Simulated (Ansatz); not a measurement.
A nudged elastic band was laid between two geometries of H$_{6}$N$_{2}$OSiZn (11 atoms, charge 0, multiplicity 1).

These are results of Ansatz, RKS PBE/def2-SVP, not measurements.

* movable images: 5
* climbing image: yes
* spring: 5.0 eV/Å²
* optimiser: quadratic models (default)
* start path: through a guess of the saddle point
* force threshold: 0.05 eV/Å
* iteration limit: 60
* end points: relaxed

Image 0:

```xyz
11
Properties=species:S:1:pos:R:3
N -0.894 1.402 -1.089
Si -0.515 -0.177 -0.428
N 0.746 -0.823 -1.454
Zn 0.310 -0.332 1.786
O 0.760 -0.454 3.526
H -1.834 1.774 -0.928
H -0.199 2.150 -1.034
H -1.875 -0.854 -0.490
H 0.553 -0.930 -2.455
H 1.324 -1.596 -1.114
H 1.689 -0.217 3.701
```

Image 6:

```xyz
11
Properties=species:S:1:pos:R:3
N -0.854 1.397 -1.017
Si -0.490 -0.217 -0.418
N 0.548 -1.174 -1.456
Zn 0.479 -0.362 1.728
O 1.242 -0.593 3.341
H -1.818 1.734 -0.948
H -0.197 2.171 -0.893
H -1.858 -0.857 -0.434
H 1.562 -1.084 -1.359
H 0.301 -1.254 -2.448
H 1.152 0.184 3.923
```

Q: What changes between the two ends?

A: No bond is made or broken. The dihedral H8–Si2–N3–H10 goes from -87 to 61°.

Q: Give the energies along the band, and the barrier.

A: The run converged. The highest image is number 2 of 0 to 6, 0.122 eV above the first end and 0.113 eV above the last; the last end lies 0.009 eV above the first. A structure lower than the last end lies on the path between it and the top, so the climb from that side starts below the end, which may itself be a saddle point or a shallow side well. A vibrational analysis at the climbing image gives one clearly imaginary mode, 262i cm⁻¹: a first-order saddle point.

```
image  path coordinate (Å)  energy (eV)  dihedral H8–Si2–N3–H10 (°)
    0                 0.00        0.000                         -87
    1                 0.88        0.063                         -58
    2                 1.76        0.122                         -25
    3                 2.74        0.012                          21
    4                 3.71       -0.023                          55
    5                 4.69        0.012                          63
    6                 5.67        0.009                          61
```

Q: What is the geometry of the highest image?

A: 
```xyz
11
Properties=species:S:1:pos:R:3:forces:R:3
N -0.930 1.386 -0.791 0.01 0.03 -0.02
Si -0.494 -0.250 -0.349 0.00 0.02 0.00
N 0.713 -0.943 -1.439 0.01 -0.01 -0.01
Zn 0.285 -0.172 1.872 0.00 -0.01 0.00
O 0.769 -0.065 3.602 0.00 0.01 0.00
H -1.435 1.570 -1.663 0.01 -0.01 0.01
H -0.311 2.168 -0.564 -0.01 -0.02 0.00
H -1.774 -1.061 -0.440 0.00 0.00 0.00
H 0.925 -0.391 -2.276 -0.01 0.00 0.01
H 0.635 -1.933 -1.692 0.00 0.01 0.01
H 1.681 -0.366 3.762 0.00 0.00 0.00
```

The band took 25 iterations and about 9 core-minutes.

The run took 4.6 min on 2 threads of Arm Neoverse V2 (shared host), peak memory 0.17 GiB.
